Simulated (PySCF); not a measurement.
CH9ClOSi3, SMILES C[Si@@H](Cl)[SiH2][SiH2]O. Geometry: PBE0-D3(BJ)/def2-SVP. The structure was generated by enumeration; whether it is a known compound was not checked. The values are those of a single conformer.

Computed equilibrium geometry at PBE0-D3(BJ)/def2-SVP (PySCF confirms it by a frequency run) as Cartesian coordinates in Å (one conformer of several):
```xyz
15

C     -3.1196     0.8366     0.3017
Si    -1.5662     0.0751    -0.4084
Cl    -0.5592     1.5307    -1.5303
Si    -0.0002    -0.6437     1.1796
Si     2.0752    -0.6625     0.0975
O      3.1459    -1.4911     1.0802
H     -2.8682     1.6708     0.9733
H     -3.7676     1.2166    -0.5028
H     -3.6807     0.0827     0.8765
H     -1.9065    -1.0305    -1.3539
H     -0.3629    -2.0053     1.6868
H      0.0079     0.3128     2.3321
H      2.5286     0.7432    -0.1461
H      1.9259    -1.3287    -1.2372
H      4.0558    -1.5390     0.7716
```
